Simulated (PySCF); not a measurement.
Löwdin shares of the frontier orbitals

Compound: Ti(NCS)2(OMe)2, C4H6N2O2S2Ti (singlet state).
Cartesian coordinates in Å at the PBE0-D3(BJ)/def2-SVP level; atoms count from 1:
```xyz
17
C4H6N2O2S2Ti angstrom
Ti     0.371    0.052    0.319
N      0.441    0.035    2.228
C      0.401    0.018    3.428
S      0.357   -0.004    5.004
N      2.148    0.016   -0.376
C      3.223   -0.010   -0.911
S      4.638   -0.044   -1.606
O     -0.411    1.506   -0.228
C     -1.224    2.423   -0.878
H     -1.605    3.166   -0.158
H     -2.083    1.921   -1.354
H     -0.650    2.953   -1.656
O     -0.470   -1.357   -0.242
C     -1.152   -2.443   -0.769
H     -0.491   -3.017   -1.440
H     -2.032   -2.108   -1.342
H     -1.491   -3.108    0.042
```

Level of theory: PySCF 2.14.0, density-fitted response routines, TDDFT PBE0/def2-SVPD, vertical, gas phase, core orbitals frozen in the response.

Kohn–Sham orbitals with the atoms that hold most of them (Löwdin shares over 4%, at most four atoms; ? is withheld):

| orbital | ε (eV) | atoms |
| --- | --- | --- |
| LUMO+2 | -1.70 | Ti1 46%, S4 7%, N2 7%, C3 7% |
| LUMO+1 | -2.33 | Ti1 60%, O13 6%, O8 6%, S7 5% |
| LUMO | -2.77 | Ti1 55%, S7 8%, S4 8%, C6 6% |
| HOMO | -7.26 | ? |
| HOMO-1 | -7.38 | ? |
| HOMO-2 | -7.45 | S7 35%, S4 20%, N5 13%, C6 12% |
| HOMO-3 | -7.73 | S7 28%, S4 26%, C6 10%, N5 10% |

Problem. Give the leading atoms of the HOMO.

Solution. S4 (bonded to C) 29%; S7 (bonded to C) 27%; N2 (bonded to C and Ti) 12%; N5 (bonded to C and Ti) 11%. By element: sulfur 56%, nitrogen 23%.

Problem. Give the leading atoms of the HOMO-1.

Solution. S4 (bonded to C) 35%; S7 (bonded to C) 19%; N2 (bonded to C and Ti) 14%; C3 (bonded to N and S) 11%. By element: sulfur 54%, nitrogen 14% or more, carbon 11% or more.

Problem. The HOMO–LUMO gap is 4.50 eV. Where does the response calculation put the lowest singlet, and from which orbitals?

Solution. S1 is at 3.40 eV (f = 0.0000), 1.10 eV below the gap, made of HOMO-1→LUMO (97%). Its leading pair isn't HOMO and LUMO; the energies of that pair differ by 4.62 eV. Without the coupling terms of the response equations the lowest excitation would equal the gap.

Problem. Give energy, strength and leading configuration of S1, S2, S3 and S4, and follow the Löwdin shares of the leading atoms from the occupied to the empty orbital.

Solution. 
- S1 (3.40 eV, f 0.0000), HOMO-1→LUMO (97%): S4 35% → 8%, S7 19% → 8%, Ti1 at most 12% → 55%; the Löwdin share of titanium is at most 12% in HOMO-1 and 55% in LUMO (ligand-to-metal charge transfer by this measure)
- S2 (3.47 eV, f 0.0002), HOMO-2→LUMO (96%): S7 35% → 8%, S4 20% → 8%, Ti1 at most 12% → 55%; the Löwdin share of titanium is at most 12% in HOMO-2 and 55% in LUMO (ligand-to-metal charge transfer by this measure)
- S3 (3.60 eV, f 0.097), HOMO→LUMO (74%): S4 29% → 8%, S7 27% → 8%, Ti1 at most 12% → 55%; the Löwdin share of titanium is at most 12% in HOMO and 55% in LUMO (ligand-to-metal charge transfer by this measure)
- S4 (3.80 eV, f 0.0013), HOMO→LUMO+1 (93%): S4 29% → at most 6%, S7 27% → 5%, Ti1 at most 12% → 60%, O13 at most 12% → 6%; the Löwdin share of titanium is at most 12% in HOMO and 60% in LUMO+1 (ligand-to-metal charge transfer by this measure)

Löwdin shares depend on the basis, the more so with diffuse functions.
